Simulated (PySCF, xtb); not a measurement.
H3O4S, SMILES O=S(O)(O)=[OH+], charge +1.

GFN2-xTB (xtb) at its own geometry gives an orbital gap of 8.97 eV.

The structure is a stationary point at B3LYP-D3(BJ)/def2-SVP. The isomer is the one that the SMILES or the coordinates give; other isomers of the formula were not compared. The values are those of a single conformer.

Q: What does M06-2X/def2-TZVP in PySCF give? (Estimate from the structure and the level; the computed values follow.)

A: gap 13.09 eV (levels -18.14 and -5.05 eV).
